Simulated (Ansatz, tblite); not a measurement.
Removing and adding an electron: CuAg₂. The state is a doublet with charge 0. Geometry: PBE-D4/def2-TZVP. Ansatz, gas phase; energy differences of separate SCF runs; the oxidised species is a singlet (the triplet lies 1.11 eV higher at PBE0-D4/def2-TZVP); the reduced species is a singlet (the triplet lies 1.01 eV higher at PBE0-D4/def2-TZVPD).

```xyz
3

Ag   -1.416   -1.024   -1.318
Ag    1.888    0.440    1.018
Cu   -0.471    0.584    0.301
```

In the def2 sets Ag takes a core potential; there is no spin–orbit coupling. The xTB rows come from tblite. The structure comes from a short search, and lower isomers may exist.

| level | −HOMO (eV) | vertical IE (eV) | −LUMO (eV) | vertical EA (eV) | HOMO–LUMO gap (eV) | IE − EA (eV) | remarks |
| --- | --- | --- | --- | --- | --- | --- | --- |
| GFN1-xTB | – | 12.22 | – | 6.02 | – | 6.20 | – |
| GFN2-xTB | – | 10.38 | – | 5.75 | – | 4.63 | – |
| PBE-D4/def2-TZVP | 4.49 | 6.84 | 4.12 | – | 0.38 | – | – |
| PBE-D4/def2-TZVPD | 4.50 | – | 4.13 | 1.96 | 0.37 | – | HOMO above zero (-1 singlet) |
| r2SCAN-D4/def2-TZVP | 4.57 | 6.74 | 3.86 | – | 0.71 | – | – |
| r2SCAN-D4/def2-TZVPD | 4.57 | – | 3.86 | 1.86 | 0.71 | – | HOMO above zero (-1 singlet) |
| PBE0-D4/def2-TZVP | 4.95 | 6.60 | 3.21 | – | 1.73 | – | – |
| PBE0-D4/def2-TZVPD | 4.95 | – | 3.22 | 1.74 | 1.73 | – | – |

   A HOMO above zero means that the electron is unbound at that level or that self-interaction error raises the level; the energy of removing that electron tells which. HOMO and LUMO are the levels of the spin that leaves or enters (xTB has no such levels and no spin-polarisation term). Other spin states of the ions may lie lower, which would lower the ionisation energy or raise the affinity. Raw xTB energy differences between charge states are shifted by several eV; the methods need an empirical correction for them.
